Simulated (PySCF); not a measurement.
## Working out the excitation energy of B

B [He] 2s2 2p1 (2P) → B [He] 2s1 2p2 (4P). Calculation: PySCF 2.14, in aug-cc-pwCVDZ (5s4p2d, 27 functions); no relativity, point nucleus. Frozen: nothing. Energies in hartree (1 hartree = 27.21139 eV):

```json
{"part": "UHF", "B (lower)": "-24.530581", "B (upper)": "-24.448663"}
{"part": "MP2 opposite-spin", "B (lower)": "-0.060429", "B (upper)": "-0.024191"}
{"part": "MP2 same-spin", "B (lower)": "-0.004342", "B (upper)": "-0.010523"}
```

What does Hartree-Fock give?

(-24.448663) − (-24.530581) = 0.081918 hartree = 2.229 eV.

What do MP2 and SCS-MP2 (6/5 opposite-spin, 1/3 same-spin) give?

The opposite-spin parts differ by 0.986 eV and the same-spin parts by -0.168 eV. MP2: 2.229 + (0.986) + (-0.168) = 3.047 eV. SCS-MP2: 2.229 + 1.2 × (0.986) + (-0.168)/3 = 3.356 eV.

A double-zeta basis recovers only part of the correlation energy.
